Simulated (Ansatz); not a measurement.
`C[SiH]([GaH2])[GeH2][GeH3]` + H₂O → `[OH][GeH2][GeH3]` + `C[SiH2][GaH2]` at 298.15 K and 1 bar (formal hydrolysis of a Ge–Si bond).

Program: Ansatz. Geometries: PBE0-D4/def2-TZVP. ΔE: electronic, gas phase. CCSD(T)/CBS is the MP2 limit (def2-TZVPP, def2-QZVPP) plus CCSD(T) − MP2 in def2-TZVPP, frozen cores. This one scheme is used for every species. For Ga, Ge outer-core shells are correlated without core-valence functions, which leaves a few kJ/mol of doubt a bond. Scalar relativity is left out up to krypton. Each species was taken in one conformer, which may not be the lowest.

```json
{"species": "`C[SiH]([GaH2])[GeH2][GeH3]`", "CCSD(T)/CBS energy (Eh)": "-6409.91825", "H − E (kJ/mol)": "294.3", "S (J/(mol·K))": "495.8"}
{"species": "H₂O", "CCSD(T)/CBS energy (Eh)": "-76.37941", "H − E (kJ/mol)": "66.4", "S (J/(mol·K))": "188.7"}
{"species": "`[OH][GeH2][GeH3]`", "CCSD(T)/CBS energy (Eh)": "-4231.02019", "H − E (kJ/mol)": "158.4", "S (J/(mol·K))": "349.0"}
{"species": "`C[SiH2][GaH2]`", "CCSD(T)/CBS energy (Eh)": "-2255.26778", "H − E (kJ/mol)": "194.9", "S (J/(mol·K))": "345.6"}
```

H − E and S are ideal-gas, rigid-rotor, harmonic terms from PBE0-D4/def2-TZVP, for one conformer and one mirror image of each species. 1 Eh = 2625.50 kJ/mol, R = 8.31446 J/(mol·K).

**Question.** By hand: ΔE, ΔH, ΔS and ΔG.

**Answer.** ΔE = (-4231.02019) + (-2255.26778) − (-6409.91825) − (-76.37941) = 0.00969 Eh = 25.4 kJ/mol. Δ(H − E) = 158.4 + 194.9 − 294.3 − 66.4 = -7.4, so ΔH = 18.0 kJ/mol. ΔS = 349.0 + 345.6 − 495.8 − 188.7 = 10.1 J/(mol·K). ΔG = 18.0 − 298.15 × (10.1)/1000 = 15.0 kJ/mol.

**Question.** By hand: the equilibrium constant, and the temperature at which ΔG would vanish if ΔH and ΔS stayed fixed.

**Answer.** log₁₀ K = −ΔG/(RT ln 10) = -2.6. ΔG = 0 at ΔH/ΔS = 1782 K, though so small a ΔS makes that figure unsure.

The number of gas molecules stays the same, so ΔS is small and ΔH decides. A doubt of 5 kJ/mol in ΔE shifts log₁₀ K by 0.9 here. Other conformers and mirror images would add mixing entropy, several J/(mol·K) or more a flexible species. Modes under 60 cm⁻¹, often nearly free rotors, make the harmonic entropy too high. These are equilibria of isolated gas molecules and say nothing of rates. Largest T1 diagnostic: 0.012 (customary marks: 0.02 for closed shells, 0.045 for open ones).
